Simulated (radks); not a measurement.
Results of a calculation; reference values are marked as such.
Tl24+, configuration [Kr] 4d10 4f11.

Level of theory: scalar-relativistic Kohn-Sham, PBE, spin-unpolarised, spherical densities, finite nucleus; Fermi nuclear charge, rms radius 5.4759 fm (a radial shooting solver on a logarithmic mesh with Libxc functionals).

Energy parts (eV):
| part | energy |
|---|---|
| total | -544050.64 |
| kinetic | 613109.48 |
| electron-nucleus | -1317385.76 |
| Hartree | 169817.10 |
| exchange-correlation | -9591.47 |

Orbitals (lengths in bohr, moments of r in powers of bohr; r(max) is where P^2 peaks):
1s: occ. 2; eigenvalue (eV) -86266.89; <r^4> 3.758e-07; r(max) 0.01003
2s: occ. 2; eigenvalue (eV) -15918.21; <r^4> 0.00005447; r(max) 0.05814
2p: occ. 6; eigenvalue (eV) -13791.82; <r^4> 0.00004483; r(max) 0.04832
3s: occ. 2; eigenvalue (eV) -4307.089; <r^4> 0.001948; r(max) 0.1638
3p: occ. 6; eigenvalue (eV) -3694.317; <r^4> 0.002157; r(max) 0.1636
3d: occ. 10; eigenvalue (eV) -3059.677; <r^4> 0.001651; r(max) 0.1333
4s: occ. 2; eigenvalue (eV) -1453.823; <r^4> 0.03998; r(max) 0.3662
4p: occ. 6; eigenvalue (eV) -1248.646; <r^4> 0.05161; r(max) 0.3848
4d: occ. 10; eigenvalue (eV) -1009.056; <r^4> 0.06379; r(max) 0.3884
4f: occ. 11; eigenvalue (eV) -745.4359; <r^4> 0.07321; r(max) 0.3429

The highest occupied level is 4f at -745.44 eV. For comparison, the ionisation energy in NIST's Atomic Spectra Database is 760 eV (theoretical). In exact Kohn-Sham theory the highest level is minus the ionisation energy, but local and semilocal functionals leave it too shallow, through self-interaction and a potential that decays too fast; potentials with the right tail come closer. Summed over all electrons, <r^2> = 6.426 bohr^2, which gives a Langevin (diamagnetic) susceptibility term of -5.09 x 10^-6 cm^3/mol. The density falls to 0.001 e/bohr^3 at r = 1.34 bohr.

Beside tabulated values, note that spin-unpolarised runs miss the spin-polarisation part of the exchange energy of open shells, and scalar-relativistic runs lack spin-orbit coupling.
